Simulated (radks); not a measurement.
Question: The table gives one normalised radial function P(r) = r R(r) of Zr14+ in [Ar] 3d8 (r in bohr). All-electron calculation, scalar-relativistic Kohn-Sham, PBEsol, spin-polarised, spherical densities, finite nucleus; open shells are filled with parallel spins first (spin-orbit coupling, left out, can overturn this in heavy ions); Fermi nuclear charge, rms radius 4.2694 fm. Program: a radial shooting solver on a logarithmic mesh with Libxc functionals.

| r | P |
|---|---|
| 0.003389 | 0.1154 |
| 0.003821 | 0.1271 |
| 0.004343 | 0.1405 |
| 0.004897 | 0.1538 |
| 0.005566 | 0.1688 |
| 0.006275 | 0.1835 |
| 0.007132 | 0.1995 |
| 0.008042 | 0.2148 |
| 0.00914 | 0.2308 |
| 0.01031 | 0.2451 |
| 0.01171 | 0.2591 |
| 0.01321 | 0.2701 |
| 0.01501 | 0.2788 |
| 0.01692 | 0.2830 |
| 0.01908 | 0.2822 |
| 0.02169 | 0.2745 |
| 0.02445 | 0.2595 |
| 0.02779 | 0.2337 |
| 0.03133 | 0.1991 |
| 0.03561 | 0.1501 |
| 0.04015 | 0.0925 |
| 0.04563 | 0.0190 |
| 0.05145 | -0.0597 |
| 0.05848 | -0.1510 |
| 0.06593 | -0.2389 |
| 0.07494 | -0.3283 |
| 0.08449 | -0.4000 |
| 0.09603 | -0.4535 |
| 0.1083 | -0.4722 |
| 0.1231 | -0.4489 |
| 0.1387 | -0.3801 |
| 0.1577 | -0.2544 |
| 0.1778 | -0.0921 |
| 0.2021 | 0.1150 |
| 0.2278 | 0.3202 |
| 0.2569 | 0.5092 |
| 0.292 | 0.6590 |
| 0.3292 | 0.7201 |
| 0.3741 | 0.6752 |
| 0.4218 | 0.5202 |
| 0.4794 | 0.2442 |
| 0.5406 | -0.0898 |
| 0.6144 | -0.4759 |
| 0.6927 | -0.8097 |
| 0.7873 | -1.0762 |
| 0.8877 | -1.2028 |
| 1.009 | -1.1912 |
| 1.138 | -1.0583 |
| 1.293 | -0.8308 |
| 1.458 | -0.5918 |
| 1.657 | -0.3629 |
| 1.868 | -0.2017 |
| 2.123 | -0.0927 |
| 2.394 | -0.0382 |
| 2.721 | -0.0123 |
| 3.068 | -0.0035 |

Which n and l does it have? It may be an empty orbital.

Answer: n = 4, l = 0: the number of nodes gives n - l - 1 = 3, the rise at small r (about r^(l+1), flatter next to the nucleus through relativity) gives l, and the extent must fit the shell. The curve is that of 4s up; the table hardly tells the two spins apart. 4s up (empty): eigenvalue -304.75 eV, 3 radial nodes at r = 0.0470, 0.189, 0.524 bohr, <r> = 0.975 bohr, 90 % of the charge inside 1.38 bohr.
